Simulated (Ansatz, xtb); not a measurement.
A geometry optimisation of Cl2GaGeHO with r2SCAN-D4/def2-SVP

The starting geometry of this gas-phase singlet was built from a drawn formula by distance geometry; its bonds are those of `[OH][Ga]([Cl])[Ge][Cl]`.

```xyz
6

Cl    1.0317    0.2381   -1.4782
Cl   -0.8773   -3.8046   -2.8249
Ga   -0.9917   -0.4762   -1.4253
Ge   -1.0442   -2.7415   -0.9628
O    -2.1054    0.8473   -1.7833
H    -3.1289    0.9501   -1.8240
```

Question: Predict what it relaxes into with r2SCAN-D4/def2-SVP.

Answer: A new bond forms, giving a structure with Cl1 bridging Ge4 and Ga3, given below by its coordinates. Distances that change by over a tenth: Cl1–Ga3 (2.15 → 2.44 Å). Contacts that close: Cl1–Ge4 (3.67 → 2.50 Å).

The energy falls by 0.83 eV over 24 steps:

```tsv
step	E − E(last) (eV)
1	0.833
4	0.255
6	0.246
9	0.235
11	0.224
14	0.162
16	0.083
19	0.009
21	0.000
24	0.000
```

Final geometry (Å):

```xyz
6

Cl    0.8087   -0.5444   -1.5240
Cl   -0.7320   -3.4536   -2.8369
Ga   -1.6233   -0.5478   -1.2956
Ge   -0.3401   -2.6460   -0.7920
O    -2.1352    1.0379   -1.9236
H    -3.0941    1.1670   -1.9265
```

From the same start GFN2-xTB ends elsewhere, in pieces: ClGeHO + ClGa.

The end wasn't checked by frequencies. Run with Ansatz 0.2.0, 56 s on 2 threads of Intel(R) Xeon(R) 6975P-C (Granite Rapids), on a shared host.
